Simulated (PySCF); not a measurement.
## Vertical excitation energies

Species: PSb3SeSeSe nortricyclane, PSb3Se3.
Z-matrix (Å and degrees, PBE0-D3(BJ)/def2-SVP geometry), rows numbered from 1:
```
P 
Se  1  2.2425
Sb  2  2.5675  1  104.33
Sb  3  2.8572  2   97.98  1    30.12
Se  1  2.2424  2  105.25  3   -55.15
Sb  4  2.8561  3   60.01  2   -94.51
Se  1  2.2419  2  105.00  3    55.56
```

The calculation used PySCF 2.14.0, density-fitted response routines, TDDFT wB97X-D/def2-SVPD, vertical, gas phase, core orbitals frozen in the response, def2 core potentials past Kr. Spin–orbit coupling is left out.

```csv
state,E (eV),λ (nm),ν̃ (cm⁻¹),f,|μ| (D),symmetry,"main configurations (H = HOMO, L = LUMO)"
S1,3.10,400.3,24980,0.0003,0.17,–,H-1/H→L (≥97%)
S2,3.10,399.8,25010,0.0003,0.17,–,H-1/H→L (≥97%)
S3,3.45,359.8,27790,0.0000,0.00,–,H-2→L (90%)
S4,3.86,320.9,31160,0.0000,0.02,–,"H-1/H→L+2 (≥47%), H-1/H→L+3 (≥45%)"
S5,3.89,318.6,31390,0.019,1.12,A1,H-3→L (94%)
S6,3.93,315.3,31710,0.0005,0.18,–,"H-1/H→L+1 (≥45%), H-1/H→L+2 (≥12%), H-1/H→L+3 (≥12%)"
S7,3.93,315.1,31730,0.0005,0.18,–,"H-1/H→L+1 (≥44%), H-1/H→L+3 (≥13%), H-1/H→L+2 (≥12%)"
S8,4.15,299.0,33440,0.0004,0.16,–,"H-1/H→L+3 (≥46%), H-1/H→L+2 (≥46%)"
S9,4.25,291.8,34270,0.0000,0.01,–,"H-1/H→L+4 (≥46%), H-1/H→L+5 (≥26%)"
```

Triplets, Tamm–Dancoff:

| state | E (eV) | λ (nm) | main configurations (H = HOMO, L = LUMO) |
| --- | --- | --- | --- |
| T1 | 2.87 | 432.3 | H-1/H→L (≥95%) |
| T2 | 2.87 | 431.6 | H-1/H→L (≥95%) |
| T3 | 3.17 | 391.7 | H-2→L (86%) |

The lowest singlet level (S1/S2) lies at 3.10 eV (400 nm, visible) and is very weak. The most intense listed level is S5 at 3.89 eV (319 nm, f = 0.019), 0.79 eV above S1. S1/S2 and S6/S7 lie within about 0.01 eV of each other in each set; the point group C3v has degenerate representations, and within a degenerate level the listed configurations can mix freely. Löwdin shares by element: HOMO (one of a set within 0.03 eV) antimony 66%, selenium 16% or more (atoms not listed hold the other 18%); LUMO antimony 52%, selenium 14% or more (atoms not listed hold the other 34%). Of the 9 states listed, 1 reaches f = 0.01 and 8 stay under 0.0005. Weighted by f, the mean energy of these states is 3.87 eV. The listed states span 1.15 eV, and the widest gap between neighbours is 0.42 eV (S3 to S4). 2 computed singlets (S1 to S2) lie in the visible range (380 to 750 nm), S1 for one at 400 nm, dark in the vertical dipole picture (f under 0.0005); light of that wavelength is violet, and its complementary colour is yellow-green; a Tamm–Dancoff triplet lies at 432 nm, without intensity as long as spin–orbit coupling is left out. All these states lie below the vertical ionisation energy of 8.12 eV (ΔSCF). Symmetry labels in C3v follow from the direction of the transition dipole and are given only for states with f of 0.002 or more. Orbitals of the list HOMO-3 to LUMO+2 that lie within 0.01 eV of each other are written together with a slash and their weights summed (≥ marks a lower bound); for degenerate orbitals outside that list single weights are arbitrary. Only the lowest 10 singlets were computed, as vertical energies without vibronic structure. The highest level found (4.28 eV, f 0.014 so far) is left out, since the window may have cut off a degenerate partner.

One conformer stands for the species.
